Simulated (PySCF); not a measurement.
```xyz
3
charge 0 multiplicity 4, angstrom
K     0.0000    0.0000   -1.1743
O     1.1325    0.0000    1.0690
O    -1.1325    0.0000    1.0690
```

Method: UB3LYP in PySCF with K def2-TZVP, O def2-TZVP; no relativity; density-fitted integrals.

This geometry of KO₂ is a stationary point at this level.

(1) What is the point group?

(2) Is it a minimum?

(3) Which band is strongest in the infrared?

(4) What are the dipole moment and the gap between the highest occupied and lowest empty levels of either spin?

(5) What is the atomisation energy, with and without zero-point energy?

Results:

(1) C2v.

(2) Yes: all harmonic wavenumbers are real.

(3) 344 cm⁻¹ (a1), 27 km/mol.

(4) 8.70 D and 3.04 eV.

(5) 386 kJ/mol without, 381 kJ/mol with.

Other isomers or separated fragments may lie lower.
